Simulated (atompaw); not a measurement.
## PBE PAW (atompaw) dataset for In (Z = 49), scalar-relativistic all-electron reference.

* Element: indium (In)
* Generator: atompaw 4.2.0.5
* Type: PAW
* Functional: PBE
* Relativity: scalar-relativistic
* Frozen core: [Kr] 4d10
* Valence charge: 3
* Reference configuration: 5s2 5p0 (charge +1)
* Partial waves: 5s (bound): rc 2.70 bohr; 5s channel at -0.25 Ry: rc 2.00 bohr; 5p (bound, empty): rc 2.70 bohr; 5p channel at -0.2 Ry: rc 2.70 bohr; 5d channel at 0.15 Ry: rc 2.70 bohr; 5d channel at 2.9 Ry: rc 2.70 bohr
* Local potential: troulliermartins scheme with l = 3 at 0 Ry, radius 1.90 bohr
* Core correction: smooth core density matched at 2.20 bohr
* Augmentation charge: besselshape compensation charge, radius 2.55 bohr; PAW radius 2.70 bohr; waves and projectors: custom polynom2 7 10 vanderbiltortho

All-electron outer shells of the reference configuration (PBE, scalar-relativistic, ld1.x):

```csv
shell,level (eV),outermost node (bohr),outermost maximum (bohr)
5s,-14.92,1.02,2.11
5p,-8.43,1.14,2.64
```

Task: Does the generator finish with these settings?

Result: No. atompaw 4.2.0.5 stopped with "atompaw: The overlap operator has at least one negative eigenvalue!": the overlap operator built from these waves and projectors is not positive definite.
